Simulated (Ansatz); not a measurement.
Isomers of Sn3H4 (singlet), relaxed with PBE-D4/def2-SVP; total energies from Ansatz at CCSD(T)/def2-TZVP.

```
isomer                                                                  description  energy (Eh)
     A                   point group C2v; 3 × Sn–Sn 3.00 to 3.14 Å; 4 × H–Sn 1.90 Å   -643.35702
     B                                      point group Cs; 7 × H–Sn 1.80 to 2.03 Å   -643.34469
     C  point group not assigned; 2 × Sn–Sn 2.80 to 2.90 Å; 4 × H–Sn 1.75 to 2.00 Å   -643.33557
```

In the def2 sets Sn takes a core potential; there is no spin–orbit coupling. Correlated methods freeze 12 core orbitals; core or outer-core shells of Sn are correlated, in sets that lack core-valence functions.

The isomers come from a short search, and lower ones may exist.

Task: Work out the relative energies (1 Eh = 2625.5 kJ/mol) and the Boltzmann populations at 500 K from electronic energies alone (R = 8.314 J/mol/K).

Result: ΔE: A 0.0, B 32.4, C 56.3 kJ/mol. RT = 4.16 kJ/mol. Factors exp(−ΔE/RT): A 1, B 0.000414, C 1.33e-06; sum 1.000. Populations: A 100.0 %, B 0.0 %, C 0.0 %. Zero-point energy, vibrational entropy and symmetry numbers are left out and can shift these; an error of 4 kJ/mol changes a ratio by a factor of 2.6. Over the other density-functional and correlated levels in def2 sets, the gap between A and B ranges from 34 to 42 kJ/mol.
